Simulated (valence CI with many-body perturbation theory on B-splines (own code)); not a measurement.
**Sm LVIII: E2, E3, M1, M2 decay**

Level of theory: configuration interaction combined with many-body perturbation theory (CI+MBPT): three valence electrons over a frozen Dirac-Fock core [He], radial functions for each j: 11 s, 11 p, 10 d, 8 f, 5 g, 2 h, with the one-electron correlation potential Σ1, the two-electron term Σ2, the three-electron term Σ3, Breit, model QED; selected CI, second order for the rest, scaled by the run's own slope (own B-spline code, finite nucleus).

No measured spectrum was set against this ion. As an estimate, large intervals hold to a few tenths of a per cent, small ones and those within an open d or f shell to about a per cent.

Lines 1 to 38 of 38 in falling wavelength, among levels below 10244 eV, chosen from the decays that carry over 1 % of a level's rate. Wavelengths and rates use the calculated energies. Electric multipoles are in the length gauge with retardation, E1 and E2 with the static RPA response of the core. M1 uses the relativistic operator with retardation. S is in atomic units (e²a₀⁴ for E2 and M2, e²a₀⁶ for E3), for M1 in squared Bohr magnetons. Weak lines are less certain than strong ones. Lines between different terms over intervals too small for the method are left out, as are lines whose strength nearly cancels. The highest levels of a list are the least certain.

Levels are named by their leading jj configuration (3d3/2^4 stands for four electrons in 3d with j = 3/2), which in mixed levels can hold well under half, so a name can repeat and another be missing. Letters in brackets count levels of one name in rising energy.

```csv
λ vac (nm),Upper,Lower,Type,A (s⁻¹),S (a.u.)
2.072,(2s 2p1/2 2p3/2) J=3/2 [a],(2s 2p1/2^2) J=1/2,M1,1.34e+09,1.77e+00
1.990,(2s 2p3/2 3d5/2) J=9/2,(2s 2p1/2 3d5/2) J=7/2,M1,1.28e+09,3.74e+00
1.880,(2s^2 2p3/2) J=3/2,(2s^2 2p1/2) J=1/2,M1,1.31e+09,1.29e+00
0.1913,(2s^2 3p1/2) J=1/2,(2s^2 2p3/2) J=3/2,E2,1.04e+12,4.74e-05
0.1891,(2s 2p3/2 3p3/2) J=7/2,(2s 2p3/2^2) J=3/2,E2,2.90e+10,5.02e-06
0.1866,(2s 2p3/2 3p3/2) J=7/2,(2s 2p3/2^2) J=5/2,E2,3.44e+11,5.55e-05
0.1863,(2s 2p3/2 3p3/2) J=1/2 [b],(2s 2p3/2^2) J=3/2,E2,5.98e+11,2.39e-05
0.1861,(2s 2p1/2 3p3/2) J=5/2,(2s 2p1/2 2p3/2) J=5/2,E2,2.83e+11,3.39e-05
0.1856,(2s^2 3p3/2) J=3/2,(2s^2 2p3/2) J=3/2,E2,5.13e+11,4.04e-05
0.1839,(2s 2p3/2 3d5/2) J=9/2,(2s 2p3/2^2) J=5/2,M2,1.99e+10,3.73e-06
0.1839,(2s 2p3/2 3d5/2) J=9/2,(2s 2p3/2^2) J=5/2,E3,1.14e+09,2.57e-06
0.1838,(2s 2p3/2 3p3/2) J=1/2 [b],(2s 2p3/2^2) J=5/2,E2,2.07e+11,7.76e-06
0.1702,(2s 2p3/2 3p3/2) J=7/2,(2s 2p1/2 2p3/2) J=5/2,E2,2.72e+11,2.77e-05
0.1699,(2s 2p1/2 3p3/2) J=5/2,(2s 2p1/2^2) J=1/2,E2,5.68e+11,4.31e-05
0.1693,(2s 2p3/2 3p3/2) J=7/2,(2s 2p1/2 2p3/2) J=3/2 [a],E2,4.20e+11,4.18e-05
0.1692,(2s 2p3/2 3p3/2) J=1/2 [b],(2s 2p1/2 2p3/2) J=3/2 [b],E2,5.96e+11,1.48e-05
0.1690,(2s^2 3p3/2) J=3/2,(2s^2 2p1/2) J=1/2,E2,6.16e+11,3.03e-05
0.1679,(2s 2p3/2 3d5/2) J=9/2,(2s 2p1/2 2p3/2) J=5/2,M2,6.03e+09,7.18e-07
0.1679,(2s 2p3/2 3d5/2) J=9/2,(2s 2p1/2 2p3/2) J=5/2,E3,1.03e+09,1.23e-06
0.1671,(2s 2p3/2 3d5/2) J=9/2,(2s 2p1/2 2p3/2) J=3/2 [a],E3,1.98e+09,2.29e-06
0.1654,(2p1/2 2p3/2 3d3/2) J=5/2 [a],(2s 2p1/2 2p3/2) J=1/2,E2,9.40e+11,6.24e-05
0.1651,(2p1/2 2p3/2 3d3/2) J=7/2,(2s 2p1/2 2p3/2) J=3/2 [b],E2,1.18e+12,1.04e-04
0.1643,(2p3/2^2 3d5/2) J=7/2,(2s 2p3/2^2) J=3/2,E2,1.23e+12,1.05e-04
0.1641,(2p1/2^2 3d3/2) J=3/2,(2s 2p1/2^2) J=1/2,E2,2.96e+12,1.26e-04
0.1639,(2p1/2 2p3/2 3d3/2) J=7/2,(2s 2p1/2 2p3/2) J=5/2,E2,1.46e+12,1.23e-04
0.1634,(2p1/2 2p3/2 3d3/2) J=5/2 [a],(2s 2p1/2 2p3/2) J=3/2 [a],E2,1.40e+12,8.77e-05
0.1633,(2p1/2 2p3/2 3d3/2) J=1/2 [a],(2s 2p1/2 2p3/2) J=3/2 [a],E2,2.71e+12,5.63e-05
0.1631,(2p1/2 2p3/2 3d3/2) J=7/2,(2s 2p1/2 2p3/2) J=3/2 [a],E2,3.40e+11,2.80e-05
0.1627,(2p1/2 2p3/2 3d5/2) J=9/2,(2s 2p1/2 2p3/2) J=5/2,E2,3.11e+12,3.17e-04
0.1624,(2p3/2^2 3d5/2) J=7/2,(2s 2p3/2^2) J=5/2,E2,1.83e+12,1.48e-04
0.1624,(2p3/2^2 3d5/2) J=9/2,(2s 2p3/2^2) J=5/2,E2,3.14e+12,3.16e-04
0.1623,(2p1/2 2p3/2 3d5/2) J=7/2 [a],(2s 2p1/2 2p3/2) J=3/2 [a],E2,2.73e+12,2.20e-04
0.1382,(2p1/2^2 4f7/2) J=7/2,(2p1/2^2 2p3/2) J=3/2,E2,2.28e+12,8.20e-05
0.1373,(2s 2p1/2 4f7/2) J=9/2,(2s 2p1/2 2p3/2) J=5/2,E2,2.24e+12,9.76e-05
0.1372,(2s 2p1/2 4f7/2) J=7/2 [a],(2s 2p1/2 2p3/2) J=3/2 [a],E2,1.66e+12,5.76e-05
0.1370,(2s^2 4f7/2) J=7/2,(2s^2 2p3/2) J=3/2,E2,2.27e+12,7.81e-05
0.1284,(2s 2p1/2 4f5/2) J=3/2,(2s 2p1/2^2) J=1/2,E2,2.26e+12,2.82e-05
0.1278,(2s^2 4f5/2) J=5/2,(2s^2 2p1/2) J=1/2,E2,1.75e+12,3.19e-05
```
